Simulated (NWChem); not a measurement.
System: CH$_{6}$BNO$_{2}$; SMILES NB(O)OC

Parts of the log:

```
             Northwest Computational Chemistry Package (NWChem) 7.3.0
             --------------------------------------------------------

                             Geometry "geometry" -> ""
                             -------------------------

 Output coordinates in angstroms (scale by  1.889725989 to convert to a.u.)

  No.       Tag          Charge          X              Y              Z
 ---- ---------------- ---------- -------------- -------------- --------------
    1 B                    5.0000    -0.07529000    -0.53267900     0.00000000
    2 O                    8.0000    -0.89057800    -1.64870600     0.00000000
    3 H                    1.0000    -0.38429000    -2.47640500     0.00000000
    4 O                    8.0000    -0.75141900     0.67236800     0.00000000
    5 C                    6.0000    -0.05653800     1.89197800     0.00000000
    6 H                    1.0000     0.59013500     2.01541300    -0.90185200
    7 H                    1.0000    -0.79135800     2.72270100     0.00000000
    8 H                    1.0000     0.59013500     2.01541300     0.90185200
    9 N                    7.0000     1.35192400    -0.59998700     0.00000000
   10 H                    1.0000     1.94719700     0.22576500     0.00000000
   11 H                    1.0000     1.88045600    -1.46971800     0.00000000

 Effective nuclear repulsion energy (a.u.)     174.8795631917

                                 NWChem DFT Module
                                 -----------------

 Summary of "ao basis" -> "ao basis" (spherical)
 ------------------------------------------------------------------------------
       Tag                 Description            Shells   Functions and Types
 ---------------- ------------------------------  ------  ---------------------
 B                          def2-svp                 6       14   3s2p1d
 O                          def2-svp                 6       14   3s2p1d
 H                          def2-svp                 3        5   2s1p
 C                          def2-svp                 6       14   3s2p1d
 N                          def2-svp                 6       14   3s2p1d

            General Information
            -------------------
          SCF calculation type: DFT
          Wavefunction type:  closed shell.
          No. of atoms     :    11
          No. of electrons :    40
           Alpha electrons :    20
            Beta electrons :    20
          Charge           :     0
          Spin multiplicity:     1
          Use of symmetry is: off; symmetry adaption is: off
          Maximum number of iterations: 150
          AO basis - number of functions:   100
                     number of shells:    48
          Convergence on energy requested:  1.00D-06
          Convergence on density requested:  1.00D-05
          Convergence on gradient requested:  5.00D-04

              XC Information
              --------------
                         B3LYP Method XC Potential
                     Hartree-Fock (Exact) Exchange  0.200
                        Slater Exchange Functional  0.800 local
                    Becke 1988 Exchange Functional  0.720 non-local
              Lee-Yang-Parr Correlation Functional  0.810
                  VWN I RPA Correlation Functional  0.190 local

             Grid Information
             ----------------
          Grid used for XC integration:  medium
          Radial quadrature: Mura-Knowles
          Angular quadrature: Lebedev.
          Tag              B.-S. Rad. Rad. Pts. Rad. Cut. Ang. Pts.
          ---              ---------- --------- --------- ---------
          B                   0.85       49          10.0       434
          O                   0.60       49          11.0       434
          H                   0.35       45          12.0       434
          C                   0.70       49          11.0       434
          N                   0.65       49          11.0       434
          Grid pruning is: on
          Number of quadrature shells:   515
          Spatial weights used:  Erf1

      Superposition of Atomic Density Guess
      -------------------------------------

 Sum of atomic energies:        -268.75096857

      Non-variational initial energy
      ------------------------------

 Total energy =    -271.211584
 1-e energy   =    -712.020017
 2-e energy   =     265.928870
 HOMO         =      -0.363580
 LUMO         =       0.064129

     ---------------------------------------------
      Total Density - Mulliken Population Analysis
     ---------------------------------------------

    Atom       Charge   Shell Charges
 -----------   ------   -------------------------------------------------------
    1 B    5     4.47   1.99  0.76  0.08  1.19  0.23  0.20
    2 O    8     8.56   1.99  1.10  0.58  3.08  1.80  0.01
    3 H    1     0.65   0.52  0.07  0.06
    4 O    8     8.59   1.99  1.09  0.62  3.05  1.83  0.01
    5 C    6     5.88   1.99  0.92  0.23  1.82  0.88  0.05
    6 H    1     0.93   0.68  0.22  0.02
    7 H    1     0.92   0.69  0.21  0.02
    8 H    1     0.93   0.68  0.22  0.02
    9 N    7     7.57   1.99  1.01  0.39  2.60  1.57  0.01
   10 H    1     0.75   0.58  0.12  0.05
   11 H    1     0.75   0.58  0.12  0.05

   convergence    iter        energy       DeltaE   RMS-Dens  Diis-err
 ---------------- ----- ----------------- --------- --------- ---------
 d= 0,ls=0.0,diis     1   -271.5997513806 -4.46D+02  1.20D-02  8.56D-01
 d= 0,ls=0.0,diis     2   -271.5948050342  4.95D-03  6.08D-03  1.14D+00
 d= 0,ls=0.0,diis     3   -271.6985001466 -1.04D-01  1.19D-03  4.35D-02
 d= 0,ls=0.0,diis     4   -271.7016452460 -3.15D-03  4.97D-04  7.19D-03
 d= 0,ls=0.0,diis     5   -271.7023438351 -6.99D-04  1.13D-04  4.36D-04
  Resetting Diis
 d= 0,ls=0.0,diis     6   -271.7023915708 -4.77D-05  1.48D-05  3.41D-06
 d= 0,ls=0.0,diis     7   -271.7023918027 -2.32D-07  1.38D-05  1.42D-06
 d= 0,ls=0.0,diis     8   -271.7023916470  1.56D-07  8.15D-06  3.12D-06

         Total DFT energy =     -271.702391647006
      One electron energy =     -717.280980177107
           Coulomb energy =      306.604306495690
    Exchange-Corr. energy =      -35.905281157250
 Nuclear repulsion energy =      174.879563191661

 Numeric. integr. density =       39.999970936511

                       DFT Final Molecular Orbital Analysis
                       ------------------------------------

 Vector   18  Occ=2.000000D+00  E=-3.072340D-01
              MO Center= -5.6D-01,  9.4D-01,  2.2D-10, r^2= 2.1D+00
   Bfn.  Coefficient  Atom+Function         Bfn.  Coefficient  Atom+Function
  ----- ------------  ---------------      ----- ------------  ---------------
    37      0.496397   4 O  px               40      0.332747   4 O  px
    51     -0.229936   5 C  px               67      0.222895   7 H  s
    36     -0.159057   4 O  s                80     -0.131137   9 N  px
    62     -0.129459   6 H  s                72     -0.129459   8 H  s
    35     -0.128142   4 O  s                 5     -0.125229   1 B  py

 Vector   19  Occ=2.000000D+00  E=-2.798338D-01
              MO Center= -4.7D-01, -4.4D-02, -1.1D-10, r^2= 3.0D+00
   Bfn.  Coefficient  Atom+Function         Bfn.  Coefficient  Atom+Function
  ----- ------------  ---------------      ----- ------------  ---------------
    39     -0.428536   4 O  pz               20      0.395245   2 O  pz
    42     -0.317799   4 O  pz               23      0.302673   2 O  pz
    62     -0.170238   6 H  s                72      0.170238   8 H  s
    53      0.158458   5 C  pz               82      0.146943   9 N  pz
    85     -0.116379   9 N  pz               63     -0.109249   6 H  s

[...]

                     NWChem Electrostatic Potential Fit Module
                     -----------------------------------------

 Atom parameters

 Number of atoms is                                   11
 Number of basis functions is                        100

 Grid parameters

 Maximum number of grid points is                  40616
 Number of grid points is                          40615
 Grid range                                     0.300000 nm
 Grid spacing                                   0.020000 nm
 Probe radius                                   0.070000 nm
 Atom radius factor                             1.000000

 Atomic radii

    1    0.100000
    5    0.158000
    6    0.147000
    7    0.140000
    8    0.136000
 FASTESP  F
  using M.O. file = ./job.movecs

    Atom              Coordinates                           Charge

                                                  ESP

    1 B    -0.007529   -0.053268    0.000000    0.798502
    2 O    -0.089058   -0.164871    0.000000   -0.699368
    3 H    -0.038429   -0.247641    0.000000    0.408232
    4 O    -0.075142    0.067237    0.000000   -0.489923
    5 C    -0.005654    0.189198    0.000000    0.345144
    6 H     0.059014    0.201541   -0.090185   -0.047182
    7 H    -0.079136    0.272270    0.000000   -0.018980
    8 H     0.059014    0.201541    0.090185   -0.047235
    9 N     0.135192   -0.059999    0.000000   -0.923163
   10 H     0.194720    0.022577    0.000000    0.345769
   11 H     0.188046   -0.146972    0.000000    0.328204
                                            ------------
                                                0.000000

 Dipole moment                                  1.432345

 Quadrupole moment Qxx                         -9.113644
                   Qyy                         13.853450
                   Qzz                         -4.739806

 RMS deviation kJ/mol                           0.056655

 RRMS %                                        18.677913
```

Level: B3LYP/def2-SVP. Coordinates come from a PBE-D3(BJ)/def2-SVP optimisation. B3LYP is NWChem's, with the RPA form of VWN correlation.

Question: Reconstruct the input file.

Answer: This is not unique; one that fits is the input that was run:
```
start job
memory heap 200 mb stack 900 mb global 1100 mb
geometry units angstroms noautosym nocenter noautoz
  B     -0.075290    -0.532679     0.000000
  O     -0.890578    -1.648706     0.000000
  H     -0.384290    -2.476405     0.000000
  O     -0.751419     0.672368     0.000000
  C     -0.056538     1.891978     0.000000
  H      0.590135     2.015413    -0.901852
  H     -0.791358     2.722701     0.000000
  H      0.590135     2.015413     0.901852
  N      1.351924    -0.599987     0.000000
  H      1.947197     0.225765     0.000000
  H      1.880456    -1.469718     0.000000
end
basis spherical
  * library def2-svp
end
dft
  xc b3lyp
  iterations 150
  mulliken
end
task dft energy
esp
  recalculate
  probe 0.07
  range 0.3
  factor 1.0
  spacing 0.02
end
task esp
```
